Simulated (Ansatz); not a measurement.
`[O]=[Nb]([OH])([F])[Cl]` and `[O]=[V]([OH])([F])[Cl]` differ in one element.

Ansatz, PBE0-D4/def2-TZVP geometries, multiplicity 1. Each molecule was computed in one conformer, which needn't be the lowest.

Elements past krypton have def2 core potentials. Scalar relativity is left out up to krypton.

```json
{"property": "HOMO energy (B3LYP/def2-TZVPP) / eV", "`[O]=[Nb]([OH])([F])[Cl]`": "-9.25"}
{"property": "ideal-gas entropy at 298 K and 1 bar (rigid rotor, harmonic PBE0-D4/def2-TZVP) / J/(mol·K)", "`[O]=[Nb]([OH])([F])[Cl]`": "348"}
{"property": "HOMO–LUMO gap (ωB97M-V/def2-TZVPP) / eV", "`[O]=[Nb]([OH])([F])[Cl]`": "11.81"}
{"property": "LUMO energy (ωB97M-V/def2-TZVPP) / eV", "`[O]=[Nb]([OH])([F])[Cl]`": "0.02"}
{"property": "size of the dipole moment (ωB97M-V/def2-TZVPP) / D", "`[O]=[Nb]([OH])([F])[Cl]`": "2.41"}
{"property": "size of the dipole moment (PBE/def2-TZVPP) / D", "`[O]=[Nb]([OH])([F])[Cl]`": "2.39"}
```

(1) What does the change do to each property? (Best estimate.)

Results:

(1) Ansatz gave: 
```
                                                                                  property  `[O]=[V]([OH])([F])[Cl]`  shift
                                                       HOMO energy (B3LYP/def2-TZVPP) / eV                     -9.31  -0.06
ideal-gas entropy at 298 K and 1 bar (rigid rotor, harmonic PBE0-D4/def2-TZVP) / J/(mol·K)                       334    -14
                                                   HOMO–LUMO gap (ωB97M-V/def2-TZVPP) / eV                     10.47  -1.34
                                                     LUMO energy (ωB97M-V/def2-TZVPP) / eV                     -1.36  -1.38
                                        size of the dipole moment (ωB97M-V/def2-TZVPP) / D                      2.34  -0.07
                                            size of the dipole moment (PBE/def2-TZVPP) / D                      2.26  -0.13
```

With PBE0 the HOMO falls by 0.05 eV and the LUMO falls by 1.46 eV, so the gap narrows by about 1.41 eV. PBE moves the HOMO by -0.07 eV and ωB97M-V by -0.03 eV. Dipoles are sizes alone; their direction can turn.

B3LYP here is the variant with VWN-RPA as its local correlation; programs differ in this.
